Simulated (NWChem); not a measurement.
System: C4H5NO; SMILES c1c(N)occ1

The following NWChem deck was run.

```
start job
memory heap 200 mb stack 900 mb global 1100 mb
geometry units angstroms noautoz
  N     -0.035733    -2.028113    -0.072154
  C      0.095344    -0.659513    -0.006945
  C      1.173805     0.185599     0.012683
  C      0.619088     1.508187    -0.005380
  C     -0.730640     1.363931    -0.028061
  O     -1.052262     0.036836    -0.030620
  H      0.780695    -2.534549     0.245858
  H     -0.889285    -2.377471     0.349802
  H      2.222984    -0.097804     0.032234
  H      1.166713     2.448554     0.004331
  H     -1.566701     2.056252    -0.038001
end
basis spherical
  * library 6-31g*
end
dft
  xc xpbe96 cpbe96
  iterations 150
end
tddft
  cis
  nroots 6
  notriplet
end
task tddft energy
```

Parts of the log:

```
             Northwest Computational Chemistry Package (NWChem) 7.3.0
             --------------------------------------------------------

 C1  symmetry detected

                             Geometry "geometry" -> ""
                             -------------------------

 Output coordinates in angstroms (scale by  1.889725989 to convert to a.u.)

  No.       Tag          Charge          X              Y              Z
 ---- ---------------- ---------- -------------- -------------- --------------
    1 N                    7.0000    -0.00967294    -2.02801830    -0.06409303
    2 C                    6.0000     0.10427351    -0.65777890    -0.00116825
    3 C                    6.0000     1.17158738     0.20159070     0.00046735
    4 C                    6.0000     0.59912223     1.51668771    -0.00846314
    5 C                    6.0000    -0.74876037     1.35450778    -0.00869036
    6 O                    8.0000    -1.05271868     0.02325670    -0.00580872
    7 H                    1.0000     0.81858578    -2.52347146     0.24033660
    8 H                    1.0000    -0.85137522    -2.38856144     0.37202026
    9 H                    1.0000     2.22461941    -0.06784408     0.00259190
   10 H                    1.0000     1.13428979     2.46424929    -0.00792419
   11 H                    1.0000    -1.59399628     2.03565837    -0.00477719

 Effective nuclear repulsion energy (a.u.)     225.3312419086

  pbe96 is a nonlocal functional; adding pw91lda local functional.

                                 NWChem DFT Module
                                 -----------------

 Summary of "ao basis" -> "ao basis" (spherical)
 ------------------------------------------------------------------------------
       Tag                 Description            Shells   Functions and Types
 ---------------- ------------------------------  ------  ---------------------
 N                           6-31g*                  6       14   3s2p1d
 C                           6-31g*                  6       14   3s2p1d
 O                           6-31g*                  6       14   3s2p1d
 H                           6-31g*                  2        2   2s

[...]

                                NWChem TDDFT Module
                                -------------------

            General Information
            -------------------
           No. of orbitals :     188
            Alpha orbitals :      94
             Beta orbitals :      94
        Alpha frozen cores :       0
         Beta frozen cores :       0
     Alpha frozen virtuals :       0
      Beta frozen virtuals :       0
         Spin multiplicity :       1
    Number of AO functions :      94
        Use of symmetry is : off
      Symmetry adaption is : off
         Schwarz screening :  0.10D-07

              XC Information
              --------------
   PerdewBurkeErnzerhof Exchange Functional   1.00
     Perdew 1991 LDA Correlation Functional   1.00 local
    PerdewBurkeErnz. Correlation Functional   1.00 non-local

             TDDFT Information
             -----------------
          Calculation type : Tamm-Dancoff TDDFT
         Wavefunction type : Restricted singlets
          No. of electrons :      44
           Alpha electrons :      22
            Beta electrons :      22
              No. of roots :       6
          Max subspacesize :    5200
            Max iterations :     100
               Target root :       1
           Target symmetry : none
      Symmetry restriction : off
                 Algorithm : Optimal
        Davidson threshold :  0.10D-03

    6 smallest eigenvalue differences (eV)
--------------------------------------------------------
  No. Spin  Occ  Vir  Irrep   E(Occ)    E(Vir)   E(Diff)
--------------------------------------------------------
    1    1   22   23 a        -0.148     0.016     4.470
    2    1   22   24 a        -0.148     0.052     5.443
    3    1   22   25 a        -0.148     0.071     5.949
    4    1   21   23 a        -0.224     0.016     6.545
    5    1   22   26 a        -0.148     0.094     6.582
    6    1   22   27 a        -0.148     0.111     7.054
--------------------------------------------------------

  Entering Davidson iterations
  Restricted singlet excited states

  Iter   NTrls   NConv    DeltaV     DeltaE      Time
  ----  ------  ------  ---------  ---------  ---------
    1      6       0     0.28E+00   0.10+100        2.0
    2     12       0     0.18E+00   0.81E-01        2.0
    3     18       0     0.98E-01   0.31E-01        2.0
    4     24       0     0.50E-01   0.15E-01        2.0
    5     30       3     0.97E-02   0.21E-02        2.0
    6     33       5     0.20E-02   0.13E-03        1.4
    7     34       5     0.26E-03   0.40E-05        1.1
    8     35       6     0.33E-04   0.63E-07        1.1
  ----  ------  ------  ---------  ---------  ---------
  Convergence criterion met

  Ground state a        -285.029169099114 a.u.

  ----------------------------------------------------------------------------
  Root   1 singlet a              0.205005777 a.u.                5.5785 eV
  ----------------------------------------------------------------------------
     Transition Moments    X -0.02810   Y  0.61375   Z -0.08733
     Dipole Oscillator Strength                    0.0526330720
     Electric Quadrupole                           0.0000000576
     Magnetic Dipole                               0.0000003657
     Total Oscillator Strength                     0.0526334953

[...]
```

Level: PBE/6-31G* (spherical d), TDA. All runs use the structure optimised with PBE0/def2-SVP.
